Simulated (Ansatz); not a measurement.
I2Zr, SMILES [I][Zr][I], multiplicity 1. Atoms are numbered in the order given.

```xyz
3

Zr     0.0000     0.0000     0.0000
I      0.0000     0.0000    -2.6949
I      0.0000     0.0000     2.6949
```

Geometry optimised at B3LYP-D3(BJ)/def2-SVP. The spin state was assumed, not searched. The def2 effective core potentials stand for the cores of I, Zr; spin–orbit coupling is left out.

Two levels are set side by side: PBE-D3(BJ)/def2-SVP (Ansatz, a first-principles code) and B3LYP-D3(BJ)/def2-SVP (Ansatz). Each level has its own optimised geometry; the coordinates shown are those of the second. Differences are taken from unrounded values.

```csv
quantity,B3LYP-D3(BJ),PBE-D3(BJ),PBE-D3(BJ) minus B3LYP-D3(BJ)
mean bond length (Å),2.695,2.681,-0.014
bond Zr1–I2 (Å),2.695,2.681,-0.014
bond Zr1–I3 (Å),2.695,2.681,-0.014
```

Here PBE gives about what the other level gives.
